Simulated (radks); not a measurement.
Species: the lutetium ion Lu3+. Configuration: [Xe] 4f14 (the NIST ground configuration).

Method: non-relativistic Kohn-Sham, PBE, spin-polarised, spherical densities, point nucleus; relativity is left out, which matters for an element this heavy; computed with a radial shooting solver on a logarithmic mesh with Libxc functionals.

Energy parts (eV):
total: -376990.47
kinetic: 376888.97
electron-nucleus: -896002.17
Hartree: 149897.49
exchange-correlation: -7774.76

Orbitals (lengths in bohr, moments of r in powers of bohr; r(max) is where P^2 peaks):
orbital,occ.,eigenvalue (eV),<r^2>,<r^4>,r(max),<r>
1s,2,-58491.96,0.0006088,9.347e-07,0.01416,0.02134
2s,2,-9539.674,0.009571,0.0001539,0.07725,0.09036
2p,6,-9126.511,0.007088,0.00009719,0.06002,0.07648
3s,2,-2162.808,0.06052,0.005464,0.2130,0.2305
3p,6,-1973.467,0.05615,0.004909,0.2009,0.2204
3d,10,-1620.678,0.04397,0.003390,0.1590,0.1939
4s,2,-437.7596,0.3020,0.1325,0.4817,0.5174
4p,6,-360.2500,0.3155,0.1488,0.4838,0.5268
4d,10,-219.9740,0.3510,0.2007,0.4832,0.5501
5s,2,-76.8315,1.812,4.853,1.135,1.270
5p,6,-55.8007,2.273,7.919,1.236,1.417
4f,14,-41.4476,0.6126,0.9939,0.4612,0.6883

The highest occupied level is 4f at -41.448 eV. The density falls to 0.001 e/bohr^3 at r = 3.09 bohr. Virial ratio -V/T = 2.00027. The electron density at the nucleus is 2.558e+05 e/bohr^3. Summed over all electrons, <r^2> = 32.81 bohr^2, which gives a Langevin (diamagnetic) susceptibility term of -26 x 10^-6 cm^3/mol.
